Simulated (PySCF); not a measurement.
(FGe)4Se6 adamantane, F4Ge4Se6.
Structure used (PBE0-D3(BJ)/def2-SVP), in Å, numbered top down from 1:
```
atom  x, y, z in Å
Ge1    1.189    1.669   -0.633
F2     2.153    3.017   -1.142
Se3   -0.742    1.869   -1.954
Ge4   -1.842   -0.017   -1.089
F5    -3.335   -0.023   -1.970
Se6   -0.881   -2.086   -1.653
Ge7    1.066   -1.827   -0.372
F8     1.935   -3.296   -0.674
Se9    2.556   -0.178   -1.118
Se10   0.736   -1.879    1.950
Ge11  -0.414    0.162    2.101
F12   -0.747    0.306    3.796
Se13   0.862    2.079    1.657
Se14  -2.555    0.161    1.141
```

The calculation used PySCF, PBE0-D3(BJ)/def2-SVP geometry optimisation, gas phase.

Masses are those of the commonest isotopes; rigid-rotor values at the optimised geometry. The values belong to one conformer.

Q: What are A, B and C (MHz)?

A: Ia = 4168.91, Ib = 4179.07, Ic = 4183.60 u·Å²; 505379 MHz·u·Å²/I gives A = 121.2, B = 120.9, C = 120.8 MHz.

Q: What kind of rotor is it?

A: A spherical top, as the point group Td requires three equal moments.

The point group Td allows no dipole (computed: 0.03 D), so a rigid rotor has no electric-dipole lines.

Q: Estimate the classical rotational partition function at 50 K, 100 K and 298.15 K.

A: Point group Td, symmetry number σ = 12; q = (√π/σ)·√((kT/h)³/(ABC)), k/h = 20836.6 MHz/K: 118000 at 50 K, 334000 at 100 K, 1720000 at 298.15 K.

Not checked by PBE0-D3(BJ)/def2-SVP frequencies. No vibrational averaging or centrifugal distortion is included, and the geometry carries the error of its method.
